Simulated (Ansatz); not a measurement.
One change: `N#[C][GaH][Cl]` becomes `N#CBCl`.

Ansatz, PBE0-D4/def2-TZVP geometries, multiplicity 1. 

Scalar relativity is left out up to krypton.

```tsv
property	`N#[C][GaH][Cl]`
HOMO energy (B3LYP/def2-TZVPP) / eV	-9.15
LUMO energy (B3LYP/def2-TZVPP) / eV	-2.93
size of the dipole moment (PBE/def2-TZVPP) / D	3.07
HOMO–LUMO gap (ωB97M-V/def2-TZVPP) / eV	10.84
size of the dipole moment (B3LYP/def2-TZVPP) / D	3.19
HOMO energy (PBE/def2-TZVPP) / eV	-7.98
```

Question: What does the change do to each property? (Best estimate.)

Answer: The calculation gave: 
```
                                        property  `N#CBCl`  shift
             HOMO energy (B3LYP/def2-TZVPP) / eV     -9.42  -0.27
             LUMO energy (B3LYP/def2-TZVPP) / eV     -3.37  -0.44
  size of the dipole moment (PBE/def2-TZVPP) / D      2.54  -0.53
         HOMO–LUMO gap (ωB97M-V/def2-TZVPP) / eV     10.92   0.08
size of the dipole moment (B3LYP/def2-TZVPP) / D      2.60  -0.59
               HOMO energy (PBE/def2-TZVPP) / eV     -8.22  -0.24
```

With PBE0 the HOMO falls by 0.27 eV and the LUMO falls by 0.52 eV, so the gap narrows by about 0.25 eV. PBE moves the HOMO by -0.24 eV and ωB97M-V by -0.29 eV. Dipoles are sizes alone; their direction can turn.

B3LYP here is the variant with VWN-RPA as its local correlation; programs differ in this.
